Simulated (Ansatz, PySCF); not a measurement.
BH3O3, SMILES OB(O)O.

The structure is a stationary point at PBE0-D3(BJ)/def2-SVP. One conformer was computed; it need not be the lowest.

Vertical ionisation energy (IE) and electron affinity (EA) in eV. Rows of orbital energies are one-electron estimates. Where ΔSCF, EOM or ADC give a negative EA the extra electron is unbound and the value depends on the basis.

```
level                                                                   IE     EA
-------------------------------------------------------------------  -----  -----
−ε(HOMO), −ε(LUMO), r2SCAN/def2-TZVPD (PySCF)                         7.93   0.59
−ε(HOMO), −ε(LUMO), PBE/def2-TZVPD (PySCF)                             [?]    [?]
ΔSCF, PBE0/def2-SVPD (Ansatz), final states of multiplicity 2 and 2  11.94  -0.68
ΔSCF, PBE/def2-SVPD (Ansatz), final states of multiplicity 2 and 2   11.51  -0.55
```

Complete the blanks. (Estimate from the structure and the level; the computed values follow.)


- −ε(HOMO), −ε(LUMO), PBE/def2-TZVPD (PySCF), IE: 7.57
- −ε(HOMO), −ε(LUMO), PBE/def2-TZVPD (PySCF), EA: 1.26

What vertical singlet–triplet gap does ΔSCF give with PBE0/def2-SVPD (Ansatz, an electronic-structure program) and with PBE/def2-SVPD (Ansatz)? (The exact figures need the calculation; the answer reports its results.)

7.55 and 7.03 eV (triplet above singlet where positive).
